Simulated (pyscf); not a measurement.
# H₂N–In(Cl)–Cl, singlet

Gas-phase minimum from PySCF at ωB97X-D3(BJ)/def2-SVP, one conformer. 

```
In
N 1 1.9984
H 2 1.0156 1 118.48
H 2 1.0156 3 110.71 1 -141.73
Cl 1 2.3216 2 121.75 3 23.05
Cl 1 2.3217 2 121.50 3 -161.78
```
Charge 0, spin multiplicity 1.

Properties at ωB97X-D3(BJ)/def2-SVP:

```yaml
harmonic_wavenumbers_unscaled: 97, 111, 122, 280, 328, 379, 406, 653, 778, 1526, 3604, 3711 cm⁻¹
zero_point_energy: 17.1 kcal/mol
rotational_symmetry_number: 1
Entropy of this conformer at 298 K and 1 atm, rigid rotor and harmonic oscillator, modes under 100 cm⁻¹ raised to 100: 356.7 J/(mol K)
dipole_moment: 3.12 D
```

Single-point totals, which compare only within one level (frozen core for MP2 and CC):

```json
[
 {"level": "ωB97X-D3(BJ)/def2-TZVP", "total energy (hartree)": "-1166.76257"},
 {"level": "PBE/def2-TZVP", "total energy (hartree)": "-1166.21580"},
 {"level": "r²SCAN/def2-TZVP", "total energy (hartree)": "-1166.63879"},
 {"level": "B3LYP-D3(BJ)/def2-TZVP", "total energy (hartree)": "-1166.76303"},
 {"level": "PBE0-D3(BJ)/def2-TZVP", "total energy (hartree)": "-1166.29594"},
 {"level": "M06-2X/def2-TZVP", "total energy (hartree)": "-1166.53981"},
 {"level": "ωB97M-D3(BJ)/def2-TZVP", "total energy (hartree)": "-1166.80155"},
 {"level": "HF/def2-TZVPP", "total energy (hartree)": "-1163.99865"},
 {"level": "MP2/def2-TZVPP", "total energy (hartree)": "-1164.86639"},
 {"level": "CCSD/def2-TZVPP", "total energy (hartree)": "-1164.89593"},
 {"level": "CCSD(T)/def2-TZVPP", "total energy (hartree)": "-1164.93102"}
]
```

Soft torsions are taken as harmonic, which can shift the entropy by several J/(mol K). The CCSD(T) − MP2 part came from Ansatz, without density fitting, on the same reference. The frozen core leaves the outer d or s,p core shells of the metals and heavy elements correlated in the MP2 and CC values, and def2-TZVPP describes them poorly, so these totals are far from the basis limit. Elements past Kr carry the def2 core potentials, without spin-orbit coupling.
